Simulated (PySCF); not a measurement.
Orbital picture of MoSe

PW91 at R = 2.288 Å; PySCF, spin-free X2C with a Gaussian nucleus, basis sets Mo x2c-TZVPPall, Se x2c-TZVPPall. State: ⁵Π (quintet), unpaired electrons σ ↑, π ↑, δ ↑↑. Only the outer orbitals are listed, counted within each symmetry.

```tsv
spin	orbital	occ.	ε (eV)	on Mo (%)	main shells (%)
α	15σ	1	-16.24	7	92 Se s
α	16σ	1	-7.36	43	53 Se p, 36 Mo d
α	8π	1	-6.72	55	54 Mo d, 44 Se p
α	8π	1	-6.68	55	54 Mo d, 44 Se p
α	3δ	1	-5.59	98	87 Mo d, 11 Mo s
α	3δ	1	-5.53	100	100 Mo d
α	17σ	1	-5.27	97	49 Mo s, 47 Mo d
α	9π	1	-4.28	53	47 Se p, 42 Mo d, 10 Mo p
α	9π	0	-4.24	53	46 Se p, 43 Mo d, 10 Mo p
α	18σ	0	-3.09	76	34 Mo p, 24 Se p, 22 Mo s
α	10π	0	-1.16	92	86 Mo p
β	14σ	1	-38.53	100	100 Mo p
β	7π	1	-38.12	100	100 Mo p
β	7π	1	-37.60	100	100 Mo p
β	15σ	1	-16.43	5	95 Se s
β	16σ	1	-6.99	28	70 Se p, 20 Mo d
β	8π	1	-6.45	21	78 Se p, 19 Mo d
β	8π	1	-5.94	22	77 Se p, 20 Mo d
β	17σ	0	-3.27	96	53 Mo s, 43 Mo d
β	9π	0	-3.02	81	77 Mo d, 17 Se p
β	3δ	0	-2.74	99	99 Mo d
```

Problem. Which are the highest filled and the lowest empty level, where do they sit, and how wide is the gap?

Solution. Highest filled α 9π at -4.28 eV (in %: 47 Se p, 42 Mo d, 10 Mo p); lowest empty α 9π at -4.24 eV (in %: 46 Se p, 43 Mo d, 10 Mo p); the gap at PW91 is 0.04 eV. Both belong to one degenerate shell, split only by its one-sided filling, so this is no excitation gap.

```
bond order (Mayer)                               : 2.35
⟨S²⟩                                             : 6.151
charge on Mo (Mulliken, basis-dependent)         : 0.16
charge on Mo (Löwdin, basis-dependent)           : -0.26
dipole moment (positive dipole means Mo(−)Se(+)) : -3.52 D
```

Spin–orbit coupling is left out. The state is the lowest single determinant that the PBE0 search found; with open d or f shells the true ground state can be another one.
